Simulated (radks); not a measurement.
The numbers below are computed, except where a source is named.
Initial-state core-level shifts of the holmium ion Ho+ when its valence configuration changes from [Xe] 4f11 6s1. Level of theory: scalar-relativistic Kohn-Sham, r2SCAN, spin-unpolarised, spherical densities, finite nucleus; meta-GGA in the generalised Kohn-Sham scheme; Fermi nuclear charge, rms radius 5.2022 fm (a radial shooting solver on a logarithmic mesh with Libxc functionals). Shifts are changes of the shell-averaged eigenvalues in eV (positive: less bound); the change of the density at the nucleus, which sets a Mossbauer isomer shift, is in e/bohr^3, on a base of 8.47e+05.

| valence | 3s | 4d | 5s | 5p | density at nucleus |
|---|---|---|---|---|---|
| 4f11 5d0.5 6s0.5 | +0.816 | +0.851 | +0.939 | +0.869 | -18.96 |
| 4f10.5 5d0.5 6s1 | -3.872 | -3.550 | -2.016 | -1.652 | +17.49 |
| 4f11 5d1 | +1.573 | +1.636 | +1.794 | +1.661 | -37.40 |
| 4f10.5 6s1 6p0.5 | -5.595 | -5.308 | -3.836 | -3.360 | +20.56 |
| 4f10 5d1 6s1 | -8.075 | -7.334 | -4.032 | -3.283 | +36.93 |
| 4f9.5 5d0.5 6s2 | -15.021 | -13.793 | -8.495 | -7.130 | +113.63 |
| 4f9.5 5d1.5 6s1 | -12.568 | -11.306 | -6.029 | -4.882 | +57.91 |
| 4f10.5 6s1.5 | -4.902 | -4.610 | -3.121 | -2.663 | +40.77 |
| 4f9.5 6s2 6p0.5 | -17.023 | -15.811 | -10.482 | -8.971 | +120.56 |
